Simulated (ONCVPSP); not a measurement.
# What the settings do to the ONCV potential of manganese (Mn)

Base potential:

Mn (Z = 25), optimised norm-conserving Vanderbilt (ONCV), made with ONCVPSP 4.0.1 (PBEsol, scalar-relativistic). Core [Ne], reference 3s2 3p6 3d5 4s2. Waves: 3s+4s: rc 1.20 bohr, ncon 4, nbas 7, qcut 11.9 1/bohr, 3 projectors, debl 0.3 Ha; 3p: rc 1.15 bohr, ncon 4, nbas 7, qcut 14.8 1/bohr, 3 projectors, debl 3.5 Ha; 3d: rc 1.15 bohr, ncon 4, nbas 9, qcut 15.1 1/bohr, local. Local part: the d channel. Core correction: none.

All-electron outer shells of the reference configuration (PBEsol, scalar-relativistic, ld1.x):

```json
{"shell": "2p", "level (eV)": "-629.76", "outermost node (bohr)": "–", "outermost maximum (bohr)": "0.19"}
{"shell": "3s", "level (eV)": "-85.64", "outermost node (bohr)": "0.34", "outermost maximum (bohr)": "0.74"}
{"shell": "3p", "level (eV)": "-54.48", "outermost node (bohr)": "0.31", "outermost maximum (bohr)": "0.75"}
{"shell": "3d", "level (eV)": "-6.79", "outermost node (bohr)": "–", "outermost maximum (bohr)": "0.76"}
{"shell": "4s", "level (eV)": "-5.12", "outermost node (bohr)": "1.05", "outermost maximum (bohr)": "2.51"}
```

Cutoffs, loose and tight: the cutoffs (Ha) at which the residual kinetic energy of the hardest occupied pseudo-wave falls to 1 and 0.1 mHa per electron. They do not see the model core or the augmentation charge, which bear on the density cutoff. Test errors are all-electron minus pseudo excitation energies from the reference, over the configurations 3s2 3p6 3d5 4s1; 3s2 3p6 3d5 4s0; 3s2 3p6 3d4 4s0; 3s2 3p6 3d4 4s2 4p1. A dash means not determined; rows that change the core or the reference have their own tests.

```csv
change,outcome,"cutoff, loose","cutoff, tight",bound ghosts,GHOST(+) flags above zero,largest test error (meV)
base,generated,76 Ha,88 Ha,none,s,-9.6
"core correction polynomial model core, fcfact 0.25",generated,76 Ha,88 Ha,none,s,-9.7
s: debl 1.95,generated,76 Ha,88 Ha,none,s,-9.6
p: nbas 8,generated,76 Ha,88 Ha,none,s,-9.4
functional PBE,generated,76 Ha,88 Ha,none,s,-9.5
reference 3s2 3p6 3d5 4s1.5,"generated, projector energies reset by the program",76 Ha,88 Ha,none,s,+0.3
s: qcut 17.3; p: qcut 21.5; d: qcut 21.9,failed: oncvpsp: lschvkbb ERROR 2 0 100,–,–,–,–,–
s: qcut 16.9,failed: oncvpsp: lschvkbb ERROR 2 0 100,–,–,–,–,–
"d: nproj 1; local potential polynomial inside 0.75 bohr (lpopt 4, dvloc0 0 Ha)",generated,76 Ha,88 Ha,none,s,+6.5
p: qcut 14.2,generated,76 Ha,88 Ha,none,s,-9.4
```

(1) What comes out with this change to the base: all radii scaled by about 1.07 (s 1.28, p 1.24, d 1.24 bohr)?

## Answers

(1) outcome: generated; cutoff, loose: 72 Ha; cutoff, tight: 83 Ha; bound ghosts: none; GHOST(+) flags above zero: s; largest test error (meV): -12.
